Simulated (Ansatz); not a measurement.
`C[N]=[Mo]([NH2])(=[O])[Cl]`, relaxed with RKS PBE-D4/def2-SVP in Ansatz from a rough embedded geometry. The force threshold is 0.03 eV/Å; the program also tests the step.

The species carries charge 0 and has multiplicity 1. Mo takes the def2 core potential.

Start:

```xyz
11

C    -0.589   -0.598    1.622
N    -0.707    0.680    0.871
Mo   -0.362    0.700   -0.988
N     1.645   -0.084   -1.381
O    -1.533   -0.424   -1.844
Cl   -0.560    2.917   -1.877
H    -0.339   -1.396    0.917
H    -1.622   -0.791    2.038
H     0.163   -0.425    2.383
H     1.651   -1.035   -1.117
H     2.254    0.457   -0.623
```

(1) By how much does the energy fall, and how many steps does the optimiser take? (An estimate is asked.)

(2) Which bonds change most? (Best estimate.)

(3) Give the relaxed structure. (Best estimate.)

Results:

(1) Computed: 236.18 kJ/mol, in 22 steps, 2 of them rejected.

(2) The calculation gave: Mo3–N4 from 2.190 to 1.938 Å; N2–Mo3 from 1.890 to 1.745 Å; Mo3–O5 from 1.835 to 1.703 Å; N4–H11 from 1.112 to 1.024 Å.

(3) The calculation gave: 
```xyz
11

C    -0.851   -0.498    1.823
N    -0.301    0.150    0.682
Mo   -0.157    0.382   -1.042
N     1.737    0.209   -1.416
O    -1.035   -0.823   -1.865
Cl   -0.968    2.483   -1.577
H    -1.463   -1.390    1.551
H    -1.494    0.209    2.394
H    -0.037   -0.827    2.507
H     2.083   -0.081   -2.338
H     2.487    0.188   -0.720
```
